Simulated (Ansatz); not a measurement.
Cost and result up the ladder for GeHCl3 (5 atoms). Charge 0, multiplicity 1. Geometry: PBE0-D4/def2-SVP.

```xyz
5

Ge   -0.128    0.043    0.054
H    -1.475    0.494    0.611
Cl   -0.366   -1.691   -1.172
Cl    1.222   -0.434    1.640
Cl    0.748    1.589   -1.133
```

Ansatz on 4 threads of Intel Xeon on a shared host. Times are rough, and most runs start from the orbitals of an earlier one. PBE0-D4/def2-TZVPD serves as the yardstick here, not as an exact answer. Differences are given only for rows in sets of like size (and for xTB, whose basis is part of the method), since another set adds its own error. Binding counts from free atoms at the same level (Ge triplet, H doublet, Cl doublet; other spins of the atoms weren't run), without zero-point energy or a counterpoise term.

The 6-31G sets use Cartesian d functions. LC-ωPBE has ω = 0.4 bohr⁻¹. B3LYP takes the VWN-RPA correlation. Correlated methods freeze 24 core orbitals; core or outer-core shells of Ge are correlated, in sets that lack core-valence functions.

Correlated methods converge slowly with the basis.

```csv
level,functions,wall time
HF/STO-3G,46,1 s
HF/6-31G,70,1.8 s
PBE-D4/def2-SVP,91,1.9 s
B3LYP-D4/6-31G,70,3 s
PBE0-D4/def2-SVP,91,3.6 s
HF/def2-TZVP,165,3.8 s
LC-ωPBE/def2-TZVP,165,4.1 s
PBE0-D4/def2-TZVP,165,5.5 s
r2SCAN-D4/def2-TZVP,165,6 s
MP2/def2-TZVP,165,6.5 s
r2SCANh-D4/def2-TZVP,165,7 s
PBE0-D4/def2-TZVPD,201,8.5 s
r2SCAN-D4/def2-TZVPD,201,10 s
CCSD(T)/def2-TZVPP,188,79 s
```

(1) Estimate what each level gives for the binding energy per atom (eV).

Results:

(1) 
| level | binding energy per atom (eV) | difference from PBE0-D4/def2-TZVPD (eV) |
| --- | --- | --- |
| HF/STO-3G | 2.82 | – |
| HF/6-31G | 1.53 | – |
| PBE-D4/def2-SVP | 2.87 | – |
| B3LYP-D4/6-31G | 2.39 | – |
| PBE0-D4/def2-SVP | 2.81 | – |
| HF/def2-TZVP | 2.04 | -0.80 |
| LC-ωPBE/def2-TZVP | 2.76 | -0.07 |
| PBE0-D4/def2-TZVP | 2.84 | 0.00 |
| r2SCAN-D4/def2-TZVP | 2.87 | 0.04 |
| MP2/def2-TZVP | 2.85 | 0.01 |
| r2SCANh-D4/def2-TZVP | 2.85 | 0.01 |
| PBE0-D4/def2-TZVPD | 2.84 | 0.00 |
| r2SCAN-D4/def2-TZVPD | 2.88 | 0.04 |
| CCSD(T)/def2-TZVPP | 2.76 | -0.07 |
